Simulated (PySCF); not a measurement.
# Stretching CaZn⁺

Set-up: PySCF, no relativity, basis sets Ca def2-SVP, Zn def2-SVP. Energies in eV from Ca⁺ + Zn in their ground configurations at the same level. All curves are PBE0. state 1: ²Σ⁺ (doublet), unpaired electrons σ ↑; state 2: doublet, unpaired electrons π ↑, a second solution, started from another occupation; state 3: ²Δ (doublet), unpaired electrons δ ↑, a second solution, started from another occupation; state 4: ⁴Π (quartet), unpaired electrons σ ↑↑, π ↑, a second solution, started from another occupation.

```
R (Å)  state 1  state 2  state 3  state 4
2.794  -0.4477   0.3917   1.0349   3.1583
2.924  -0.5757   0.4154   0.9299   3.0551
3.054  -0.6462   0.4713   0.8743   3.0046
3.151  -0.6711   0.5253   0.8563   2.9934
3.249  -0.6779   0.5844   0.8535   3.0002
3.346  -0.6708   0.6455   0.8621   3.0213
3.476  -0.6458   0.7261   0.8864   3.0664
3.639  -0.5981   0.8216   0.9297   3.1416
3.834  -0.5283   0.9251   0.9913   3.2474
4.094  -0.4300   1.0427   1.0762   3.3962
```

Put a parabola through the three lowest points of the state 1 curve and estimate Re, k and ωe (reduced mass 24.59 u; 1 eV/Å² = 0.16022 mdyn/Å; ωe = 1302.8·√(k/μ) cm⁻¹).

Through R = 3.151, 3.249, 3.346 Å the second-order coefficient is 0.731 eV/Å², so Re ≈ 3.247 Å, k ≈ 0.234 mdyn/Å and ωe ≈ 127 cm⁻¹. A polynomial fit of higher order to the unrounded PBE0 energies gives Re = 3.244 Å, k = 0.236 mdyn/Å, ωe = 128 cm⁻¹; anharmonicity and rounding make the difference.

The higher-order fit for each curve: state 1: Re = 3.244 Å, ωe = 128 cm⁻¹, De = 0.68 eV; state 3: Re = 3.221 Å, ωe = 120 cm⁻¹, minimum 0.85 eV above the ground-state fragments; state 4: Re = 3.160 Å, ωe = 143 cm⁻¹, minimum 2.99 eV above the ground-state fragments. State 2 gave no clean fit.

For an ion De counts to the pair picked by the measured ionisation energies or electron affinities, which need not be the lowest pair at this level. Counting both spins, an empty level lies below a filled one in some of these solutions, because spin and occupation are held. The state was picked by a PBE0 search and need not be the measured ground state.
